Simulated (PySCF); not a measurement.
## First hyperpolarisability: `c1c(C=C)ccc(=O)cc1`, C₉H₈O

Molfile (atoms numbered from 1):
```
C9H8O
     RDKit          3D

 18 18  0  0  0  0  0  0  0  0999 V2000
    3.2610   -0.4264   -0.1378 C   0  0  0  0  0  0  0  0  0  0  0  0
    2.3202    0.4896    0.1283 C   0  0  0  0  0  0  0  0  0  0  0  0
    0.8612    0.3314    0.0676 C   0  0  0  0  0  0  0  0  0  0  0  0
    0.1090    1.4253    0.4234 C   0  0  0  0  0  0  0  0  0  0  0  0
   -1.3089    1.5801    0.4690 C   0  0  0  0  0  0  0  0  0  0  0  0
   -2.3111    0.7017    0.1967 C   0  0  0  0  0  0  0  0  0  0  0  0
   -2.2535   -0.6982   -0.2334 C   0  0  0  0  0  0  0  0  0  0  0  0
   -3.2908   -1.3253   -0.4005 O   0  0  0  0  0  0  0  0  0  0  0  0
   -0.9640   -1.3625   -0.4801 C   0  0  0  0  0  0  0  0  0  0  0  0
    0.3168   -0.9361   -0.3563 C   0  0  0  0  0  0  0  0  0  0  0  0
    3.0346   -1.4495   -0.4473 H   0  0  0  0  0  0  0  0  0  0  0  0
    4.3189   -0.1706   -0.0487 H   0  0  0  0  0  0  0  0  0  0  0  0
    2.6519    1.4873    0.4357 H   0  0  0  0  0  0  0  0  0  0  0  0
    0.6746    2.3154    0.7157 H   0  0  0  0  0  0  0  0  0  0  0  0
   -1.6362    2.5775    0.7803 H   0  0  0  0  0  0  0  0  0  0  0  0
   -3.3420    1.0515    0.3074 H   0  0  0  0  0  0  0  0  0  0  0  0
   -1.1155   -2.3903   -0.8250 H   0  0  0  0  0  0  0  0  0  0  0  0
    1.0672   -1.6843   -0.6235 H   0  0  0  0  0  0  0  0  0  0  0  0
  1  2  2  0
  2  3  1  0
  3  4  2  0
  4  5  1  0
  5  6  2  0
  6  7  1  0
  7  8  2  0
  7  9  1  0
  9 10  2  0
 10  3  1  0
  1 11  1  0
  1 12  1  0
  2 13  1  0
  4 14  1  0
  5 15  1  0
  6 16  1  0
  9 17  1  0
 10 18  1  0
M  END
```

Method: quadratic response CAM-B3LYP/aug-cc-pVDZ first hyperpolarisability, Taylor convention, gas phase in PySCF. Geometry: PBE0-D3(BJ)/def2-SVP.

Question: Give β for the processes computed.

Answer: In au, Taylor convention; the vector part is βᵢ = ⅓ Σⱼ (βᵢⱼⱼ + βⱼᵢⱼ + βⱼⱼᵢ); β∥ is 3/5 of the vector part along the dipole, the dipole points from − to +:
| process | λ (nm) | β vector norm | β∥ | β HRS | depolarisation ratio |
| --- | --- | --- | --- | --- | --- |
| static β(0;0,0) | ∞ | 26.7 | 11.9 | 46.5 | 1.58 |
| second harmonic β(−2ω;ω,ω) | 1907 | 48.2 | 24.7 | 54.8 | 1.69 |
| Pockels β(−ω;ω,0) | 1907 | 33.1 | 15.9 | – | – |
| second harmonic β(−2ω;ω,ω) | 1064 | 123.3 | 66.3 | 86.3 | 1.94 |
| Pockels β(−ω;ω,0) | 1064 | 50.0 | 25.7 | – | – |

Question: Which lowest excitations, dipole and polarisabilities go with it?

Answer: S1 3.74 eV (f = 0.202); S2 3.87 eV (f = 0.000); S3 4.15 eV (f = 0.000); dipole 4.85 D; isotropic α 124.5 au static, 125.5 au at 1907 nm, 127.7 au at 1064 nm, 128.6 au at 953.5 nm, 140.6 au at 532 nm.
